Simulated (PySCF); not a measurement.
# Stretching one bond of AlH4N

All numbers below are calculated, not measured. The program is PySCF 2.14.0, an open-source quantum chemistry code, run on an isolated molecule that a program drew, which may never have been made. The molecule is AlH4N (charge 0, singlet), drawn as the SMILES string `[NH2][AlH2]`.

The structure below is the HF double-zeta minimum with every atom moved a little at random, so it isn't optimised. Bond N1-H4 is then set to each length in the table by shifting atom 4 along it, with nothing else relaxed.
```xyz
6
AlH4N, angstrom
N     0.3957    0.5301    1.2755
Al    2.0252    0.7915    1.9959
H    -0.4879    1.0125    1.5571
H     0.2327   -0.1230    0.5501
H     2.0711    1.9219    3.2019
H     3.2562   -0.0811    1.5414
```

E is the energy above the same method's energy at the HF double-zeta minimum. IE is the energy to remove one electron at fixed geometry, to the doublet state of charge +1, as a difference of total energies. The basis family is cc-pV(n+d)Z, with UHF for radicals and no spin-orbit coupling. Best is HF at quadruple zeta, plus MP2 correlation extrapolated from triple and quadruple zeta, plus CCSD(T) minus MP2 at triple zeta, with a frozen core. The other columns are at triple zeta.

```
bond (Å)  E wB97X (kcal/mol)  E MP2 (kcal/mol)  E CCSD(T) (kcal/mol)  E best (kcal/mol)  IE wB97X (eV)  IE MP2 (eV)  IE CCSD(T) (eV)  IE best (eV)     T1
  0.8536               19.96             20.00                 19.89              19.64         10.068       10.135           10.010        10.190  0.011
  0.8686               16.17             16.19                 16.08              15.87         10.055       10.124            9.998        10.178  0.011
  0.9896                2.50              2.38                  2.20               2.24          9.951       10.036            9.901        10.085  0.012
  0.9996                2.37              2.24                  2.05               2.10          9.943       10.029            9.893        10.078  0.012
  1.0796                   ?                 ?                     ?                  ?              ?            ?                ?             ?      ?
  1.2586               23.55             23.07                 22.18              22.32          9.737        9.859            9.705         9.898  0.013
```

T1 is the CCSD diagnostic of the starting molecule.

**Estimate the best E and IE at 1.0796 Å from the other rows.**

A least-squares cubic in the inverse of the bond length through the other values of E best gives 4.34 kcal/mol there. A least-squares quadratic in the bond length through IE best gives 10.020 eV. The calculation gives 4.43 kcal/mol and 10.019 eV, so the fits miss by 0.09 kcal/mol and 0.001 eV. The same recipe one zeta lower moves these two values by 0.14 kcal/mol and 0.05 eV, a gauge of their own error. The rest of the row: E is 4.84 (wB97X), 4.63 (MP2), 4.31 (CCSD(T)); IE is 9.877 (wB97X), 9.973 (MP2), 9.831 (CCSD(T)); T1 is 0.012.
